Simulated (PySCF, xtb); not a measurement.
# A geometry optimisation of CH2OSi2 with r2SCAN-D4/def2-SVP

The starting geometry of this gas-phase singlet was built from a drawn formula by distance geometry and a force field; its bonds are those of `O=[SiH-]1[C+]=[SiH]1`.

```yaml
atoms:
  - { symbol: C, position_ang: [-1.6572, -0.9539, -1.0679] }
  - { symbol: O, position_ang: [-3.2263, -2.6759, 0.2480] }
  - { symbol: Si, position_ang: [-3.2330, -1.2322, -0.2218] }
  - { symbol: Si, position_ang: [-1.4096, -0.0783, 0.2715] }
  - { symbol: H, position_ang: [-4.2753, -0.9142, -1.2545] }
  - { symbol: H, position_ang: [-0.4661, 0.5742, 1.2492] }
```

**Question.** Predict what becomes of its bonds when it is optimised with r2SCAN-D4/def2-SVP.

**Answer.** A bond breaks, giving a structure given below by its coordinates. Contacts that open: Si3–Si4 (2.21 → 3.36 Å).

The energy falls by 2.38 eV over 32 steps:

| step | E − E(last) (eV) |
| --- | --- |
| 1 | 2.382 |
| 4 | 0.561 |
| 8 | 0.269 |
| 11 | 0.202 |
| 15 | 0.130 |
| 18 | 0.114 |
| 22 | 0.027 |
| 25 | 0.009 |
| 29 | 0.000 |
| 32 | 0.000 |

Final geometry (Å):

```xyz
6

C    -1.9279   -0.1825    0.2202
O    -3.4799   -2.7427    0.0136
Si   -3.1966   -1.2896   -0.4237
Si   -0.6491    0.1550    1.2193
H    -3.9664   -0.5769   -1.4838
H     0.1813    1.3758    1.4023
```

From the same start GFN2-xTB reaches the same bonding as this run.

No frequencies were run, so the end isn't proven a minimum. Run with PySCF 2.14.0, 7.1 min on 2 threads of Intel(R) Xeon(R) Processor @ 2.50GHz (Skylake/Cascade Lake), with other jobs on the host.
